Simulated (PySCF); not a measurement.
C4H6Cl2N2Pd, charge +3, doublet (typed; the unrestricted solution is spin-contaminated), geometry from GFN2-xTB of the parent state (such geometries of metal compounds can be far from the true shape) (the multiplicity is a formal guess) (all electrons, no relativity); R2SCAN/3-21G in PySCF.

PySCF was given this input:
```python
from pyscf import gto, scf, dft

mol = gto.M(
    atom='''
Pd   -0.00052854    0.00016172    0.00138158
Cl    2.06039222   -0.85930075   -0.04927629
Cl   -2.06120135    0.85978738    0.05520404
C     1.72787632    4.14333751    0.00874632
C     1.18436319    2.83949386    0.00735554
N     0.74100655    1.77763607    0.00648566
H     2.20988985    4.34344129   -0.94979058
H     2.46731547    4.23431437    0.80628079
H     0.93379721    4.87438437    0.17025974
C    -1.72439518   -4.14475846   -0.02225999
C    -1.18280474   -2.84014499   -0.01362012
N    -0.74170756   -1.77735069   -0.00614858
H    -2.62554491   -4.17476239    0.59270535
H    -0.99375528   -4.85067321    0.37647515
H    -1.97896453   -4.43198127   -1.04394452
''',
    basis='3-21g',
    charge=3,
    spin=1,
    verbose=4,
)

mf = dft.UKS(mol)
mf.xc = 'r2scan'
mf.kernel()
mf.analyze()
```

Q: Predict the main parts of the log of this PySCF run.

A: 
```
PySCF version 2.14.0

[INPUT] verbose = 4
[INPUT] num. atoms = 15
[INPUT] num. electrons = 121
[INPUT] charge = 3
[INPUT] spin (= nelec alpha-beta = 2S) = 1
[INPUT] symmetry False subgroup None
[INPUT] Mole.unit = angstrom
[INPUT] Symbol           X                Y                Z      unit          X                Y                Z       unit  Magmom
[...]
nuclear repulsion = 1135.87149077179
number of shells = 70
number of NR pGTOs = 243
number of NR cGTOs = 128
basis = 3-21g
ecp = {}

******** <class 'pyscf.dft.uks.UKS'> ********
method = UKS
initial guess = minao
damping factor = 0
level_shift factor = 0
DIIS = <class 'pyscf.scf.diis.CDIIS'>
diis_start_cycle = 1
diis_space = 8
diis_damp = 0
SCF conv_tol = 1e-09
SCF conv_tol_grad = None
SCF max_cycles = 50
direct_scf = True
direct_scf_tol = 1e-13
number electrons alpha = 61  beta = 60
XC library pyscf.dft.libxc version 7.1.2
    S. Lehtola, C. Steigemann, M. J. T. Oliveira, and M. A. L. Marques,  SoftwareX 7, 1–5 (2018)
XC functionals = r2scan
    J. W. Furness, A. D. Kaplan, J. Ning, J. P. Perdew, and J. Sun,  J. Phys. Chem. Lett. 11, 8208–8215 (2020)
    J. W. Furness, A. D. Kaplan, J. Ning, J. P. Perdew, and J. Sun,  J. Phys. Chem. Lett. 11, 9248–9248 (2020)
    J. W. Furness, A. D. Kaplan, J. Ning, J. P. Perdew, and J. Sun,  J. Phys. Chem. Lett. 11, 8208–8215 (2020)
    J. W. Furness, A. D. Kaplan, J. Ning, J. P. Perdew, and J. Sun,  J. Phys. Chem. Lett. 11, 9248–9248 (2020)
radial grids:
    Treutler-Ahlrichs [JCP 102, 346 (1995); DOI:10.1063/1.469408] (M4) radial grids

becke partition: Becke, JCP 88, 2547 (1988); DOI:10.1063/1.454033
pruning grids: <function nwchem_prune>
grids dens level: 3
symmetrized grids: False
atomic radii adjust function: <function treutler_atomic_radii_adjust>
small_rho_cutoff = 0
Set gradient conv threshold to 3.16228e-05
tot grids = 203064
init E= -6088.70927841914

cycle= 1 E= -6092.38893713723  delta_E= -3.68  |g|= 2.27  |ddm|= 3.38
cycle= 2 E= -6077.61873586808  delta_E= 14.8  |g|= 4.69  |ddm|= 9.22
cycle= 3 E= -6091.80507026251  delta_E= -14.2  |g|= 2.46  |ddm|= 8.05
cycle= 4 E= -6090.87298679419  delta_E= 0.932  |g|= 2.17  |ddm|= 3.14
cycle= 5 E= -6095.1010911229  delta_E= -4.23  |g|= 0.707  |ddm|= 2.64
cycle= 6 E= -6094.77839958374  delta_E= 0.323  |g|= 0.871  |ddm|= 2.12
cycle= 7 E= -6095.35792923052  delta_E= -0.58  |g|= 0.425  |ddm|= 2.02
cycle= 8 E= -6094.60509565054  delta_E= 0.753  |g|= 0.933  |ddm|=  1.3
cycle= 9 E= -6095.44778941048  delta_E= -0.843  |g|= 0.241  |ddm|=  1.2
cycle= 10 E= -6095.12812690158  delta_E= 0.32  |g|= 0.553  |ddm|= 1.78
cycle= 11 E= -6095.29291844713  delta_E= -0.165  |g|= 0.427  |ddm|= 0.497
cycle= 12 E= -6094.97892623819  delta_E= 0.314  |g|= 0.709  |ddm|= 0.659
cycle= 13 E= -6095.25870290959  delta_E= -0.28  |g|= 0.473  |ddm|= 0.478
cycle= 14 E= -6095.24845290588  delta_E= 0.0103  |g|= 0.505  |ddm|= 0.252
cycle= 15 E= -6095.13214253309  delta_E= 0.116  |g|= 0.579  |ddm|= 0.537
cycle= 16 E= -6094.9574058623  delta_E= 0.175  |g|= 0.704  |ddm|= 0.288
cycle= 17 E= -6095.15774434567  delta_E= -0.2  |g|= 0.584  |ddm|= 0.83
cycle= 18 E= -6095.26799414229  delta_E= -0.11  |g|= 0.594  |ddm|= 1.78
cycle= 19 E= -6095.08978923825  delta_E= 0.178  |g|= 0.708  |ddm|= 1.07
cycle= 20 E= -6095.38979683798  delta_E= -0.3  |g|= 0.364  |ddm|= 1.01
cycle= 21 E= -6095.04863558006  delta_E= 0.341  |g|= 0.58  |ddm|= 1.85

cycle= 22 E= -6095.39194259778  delta_E= -0.343  |g|= 0.279  |ddm|= 1.05
cycle= 23 E= -6095.53011688584  delta_E= -0.138  |g|= 0.069  |ddm|= 1.14
cycle= 24 E= -6095.52518292892  delta_E= 0.00493  |g|= 0.109  |ddm|= 0.437
cycle= 25 E= -6095.53145456752  delta_E= -0.00627  |g|= 0.0792  |ddm|= 0.199
cycle= 26 E= -6095.53303923355  delta_E= -0.00158  |g|= 0.0634  |ddm|= 0.158
cycle= 27 E= -6095.535712352  delta_E= -0.00267  |g|= 0.0249  |ddm|= 0.0754
cycle= 28 E= -6095.53578365089  delta_E= -7.13e-05  |g|= 0.0231  |ddm|= 0.0418
cycle= 29 E= -6095.53592226064  delta_E= -0.000139  |g|= 0.0225  |ddm|= 0.0469
cycle= 30 E= -6095.53615535568  delta_E= -0.000233  |g|= 0.0127  |ddm|= 0.0238
cycle= 31 E= -6095.53627200507  delta_E= -0.000117  |g|= 0.00606  |ddm|= 0.0268
cycle= 32 E= -6095.53630793907  delta_E= -3.59e-05  |g|= 0.0021  |ddm|= 0.0138
cycle= 33 E= -6095.5363098394  delta_E= -1.9e-06  |g|= 0.00149  |ddm|= 0.00387
cycle= 34 E= -6095.53631134868  delta_E= -1.51e-06  |g|= 0.000561  |ddm|= 0.00233
cycle= 35 E= -6095.53630781203  delta_E= 3.54e-06  |g|= 0.00224  |ddm|= 0.00321
cycle= 36 E= -6095.53631136331  delta_E= -3.55e-06  |g|= 0.000488  |ddm|= 0.00308
cycle= 37 E= -6095.53631152982  delta_E= -1.67e-07  |g|= 0.000272  |ddm|= 0.0013
cycle= 38 E= -6095.53631158463  delta_E= -5.48e-08  |g|= 0.000212  |ddm|= 0.000661
cycle= 39 E= -6095.53631161558  delta_E= -3.09e-08  |g|= 4.33e-05  |ddm|= 0.000277
cycle= 40 E= -6095.53631161582  delta_E= -2.45e-10  |g|= 6.11e-05  |ddm|= 0.000259
cycle= 41 E= -6095.53631161855  delta_E= -2.73e-09  |g|= 1.94e-05  |ddm|= 8.68e-05
cycle= 42 E= -6095.53631161711  delta_E= 1.44e-09  |g|= 4.79e-05  |ddm|= 7.72e-05
cycle= 43 E= -6095.53631161852  delta_E= -1.41e-09  |g|= 2.34e-05  |ddm|= 6.49e-05
cycle= 44 E= -6095.53631161825  delta_E= 2.71e-10  |g|= 3e-05  |ddm|= 5.62e-05
Extra cycle  E= -6095.53631129109  delta_E= 3.27e-07  |g|= 0.000654  |ddm|= 0.000866
SCF not converged.
SCF energy = -6095.53631129109 after 50 cycles  <S^2> = 1.7562746  2S+1 = 2.8328605
**** SCF Summaries ****
Total Energy =                       -6095.536311291086349
Nuclear Repulsion Energy =            1135.871490771785147
One-electron Energy =               -10613.743463715713006
Two-electron Energy =                 3382.335661652842191
Two-electron Coulomb Energy =         3615.654167399538892
DFT Exchange-Correlation Energy =     -233.318505746696815
**** MO energy ****
                             alpha | beta                alpha | beta
[...]
To work with the spin densities directly, `use mulliken_meta_spin()` only printing them here.

[...]
spin_pop of  0 Pd 4px       0.00000
spin_pop of  0 Pd 4py      -0.00000
spin_pop of  0 Pd 4pz       0.00000
spin_pop of  0 Pd 5px      -0.00055
spin_pop of  0 Pd 5py      -0.00032
spin_pop of  0 Pd 5pz      -0.00134
spin_pop of  0 Pd 6px       0.00009
spin_pop of  0 Pd 6py      -0.00003
spin_pop of  0 Pd 6pz      -0.00045
spin_pop of  0 Pd 3dxy      0.00000
spin_pop of  0 Pd 3dyz     -0.00001
spin_pop of  0 Pd 3dz^2     0.00000
spin_pop of  0 Pd 3dxz      0.00001
spin_pop of  0 Pd 3dx2-y2    0.00000
spin_pop of  0 Pd 4dxy      0.04250
spin_pop of  0 Pd 4dyz     -0.18233
spin_pop of  0 Pd 4dz^2     0.00094
spin_pop of  0 Pd 4dxz      0.13665
spin_pop of  0 Pd 4dx2-y2    0.04389
spin_pop of  0 Pd 5dxy      0.00087
spin_pop of  0 Pd 5dyz     -0.00194
spin_pop of  0 Pd 5dz^2     0.00011
spin_pop of  0 Pd 5dxz      0.00220
spin_pop of  0 Pd 5dx2-y2    0.00089
spin_pop of  1 Cl 1s       -0.00000
spin_pop of  1 Cl 2s       -0.00001
spin_pop of  1 Cl 3s       -0.00009
spin_pop of  1 Cl 4s       -0.00002
spin_pop of  1 Cl 2px       0.00001
spin_pop of  1 Cl 2py       0.00003
spin_pop of  1 Cl 2pz       0.00003
spin_pop of  1 Cl 3px       0.08502
spin_pop of  1 Cl 3py       0.37810
spin_pop of  1 Cl 3pz       0.39650
spin_pop of  1 Cl 4px       0.00059
spin_pop of  1 Cl 4py       0.00146
spin_pop of  1 Cl 4pz       0.00164
spin_pop of  2 Cl 1s       -0.00000
spin_pop of  2 Cl 2s       -0.00001
spin_pop of  2 Cl 3s       -0.00009
spin_pop of  2 Cl 4s       -0.00002
spin_pop of  2 Cl 2px       0.00001
spin_pop of  2 Cl 2py       0.00003
spin_pop of  2 Cl 2pz       0.00003
spin_pop of  2 Cl 3px       0.08530
spin_pop of  2 Cl 3py       0.37779
spin_pop of  2 Cl 3pz       0.39586
spin_pop of  2 Cl 4px       0.00060
spin_pop of  2 Cl 4py       0.00147
spin_pop of  2 Cl 4pz       0.00165
spin_pop of  3 C 1s        0.00000
spin_pop of  3 C 2s        0.00043
spin_pop of  3 C 3s       -0.00001
spin_pop of  3 C 2px       0.00359
spin_pop of  3 C 2py       0.00044
spin_pop of  3 C 2pz      -0.09003
spin_pop of  3 C 3px      -0.00017
spin_pop of  3 C 3py      -0.00011
spin_pop of  3 C 3pz      -0.00023
spin_pop of  4 C 1s        0.00000
spin_pop of  4 C 2s        0.00017
spin_pop of  4 C 3s       -0.00002
spin_pop of  4 C 2px       0.00562
spin_pop of  4 C 2py       0.00282
spin_pop of  4 C 2pz      -0.04615
spin_pop of  4 C 3px      -0.00002
spin_pop of  4 C 3py       0.00004
spin_pop of  4 C 3pz      -0.00032
spin_pop of  5 N 1s        0.00001
spin_pop of  5 N 2s       -0.00727
spin_pop of  5 N 3s       -0.00003
spin_pop of  5 N 2px      -0.00407
spin_pop of  5 N 2py      -0.00492
spin_pop of  5 N 2pz      -0.16335
spin_pop of  5 N 3px       0.00000
spin_pop of  5 N 3py      -0.00007
spin_pop of  5 N 3pz       0.00006
spin_pop of  6 H 1s       -0.04567
spin_pop of  6 H 2s       -0.00139
spin_pop of  7 H 1s       -0.03279
spin_pop of  7 H 2s       -0.00102
spin_pop of  8 H 1s        0.00230
spin_pop of  8 H 2s       -0.00005
spin_pop of  9 C 1s        0.00000
spin_pop of  9 C 2s        0.00042
spin_pop of  9 C 3s       -0.00001
spin_pop of  9 C 2px       0.00238
spin_pop of  9 C 2py       0.00156
spin_pop of  9 C 2pz      -0.09006
spin_pop of  9 C 3px      -0.00011
spin_pop of  9 C 3py      -0.00017
spin_pop of  9 C 3pz      -0.00023
spin_pop of  10 C 1s        0.00000
spin_pop of  10 C 2s        0.00018
spin_pop of  10 C 3s       -0.00002
spin_pop of  10 C 2px       0.00579
spin_pop of  10 C 2py       0.00267
spin_pop of  10 C 2pz      -0.04608
spin_pop of  10 C 3px      -0.00002
spin_pop of  10 C 3py       0.00004
spin_pop of  10 C 3pz      -0.00032
spin_pop of  11 N 1s        0.00001
spin_pop of  11 N 2s       -0.00728
spin_pop of  11 N 3s       -0.00003
spin_pop of  11 N 2px      -0.00407
spin_pop of  11 N 2py      -0.00497
spin_pop of  11 N 2pz      -0.16337
spin_pop of  11 N 3px       0.00000
spin_pop of  11 N 3py      -0.00007
spin_pop of  11 N 3pz       0.00006
spin_pop of  12 H 1s       -0.01653
spin_pop of  12 H 2s       -0.00057
spin_pop of  13 H 1s       -0.00672
spin_pop of  13 H 2s       -0.00030
spin_pop of  14 H 1s       -0.05294
spin_pop of  14 H 2s       -0.00160
 ** Mulliken Spin Density (per atom)  **
spin density of  0 Pd =      0.03870
spin density of  1 Cl =      0.86327
spin density of  2 Cl =      0.86261
spin density of  3 C =     -0.08607
spin density of  4 C =     -0.03787
spin density of  5 N =     -0.17964
spin density of  6 H =     -0.04706
spin density of  7 H =     -0.03382
spin density of  8 H =      0.00225
spin density of  9 C =     -0.08621
spin density of  10 C =     -0.03777
spin density of  11 N =     -0.17971
spin density of  12 H =     -0.01710
spin density of  13 H =     -0.00702
spin density of  14 H =     -0.05454
 ** Mulliken pop alpha/beta on meta-lowdin orthogonal AOs **
 ** Mulliken pop       alpha | beta **
In total            61.00000 | 60.00000
 ** Mulliken atomic charges   ( Nelec_alpha | Nelec_beta ) **
charge of  0Pd =      1.37849  (    22.33011     22.29141 )
charge of  1Cl =      0.21401  (     8.82463      7.96136 )
charge of  2Cl =      0.21303  (     8.82479      7.96218 )
charge of  3C =     -0.28266  (     3.09829      3.18437 )
charge of  4C =      0.39133  (     2.78540      2.82327 )
charge of  5N =     -0.28576  (     3.55306      3.73270 )
charge of  6H =      0.26943  (     0.34176      0.38882 )
charge of  7H =      0.26228  (     0.35195      0.38577 )
charge of  8H =      0.24264  (     0.37980      0.37756 )
charge of  9C =     -0.28268  (     3.09823      3.18445 )
charge of  10C =      0.39127  (     2.78548      2.82325 )
charge of  11N =     -0.28577  (     3.55303      3.73274 )
charge of  12H =      0.25322  (     0.36484      0.38194 )
charge of  13H =      0.24769  (     0.37264      0.37967 )
charge of  14H =      0.27350  (     0.33598      0.39052 )

WARN: System has nonzero charge 3; the dipole moment is origin-dependent.
Location of origin: [0. 0. 0.]

Dipole moment(X, Y, Z, Debye):  0.07958, -0.03274, -0.17241
```

Convergence was not reached.
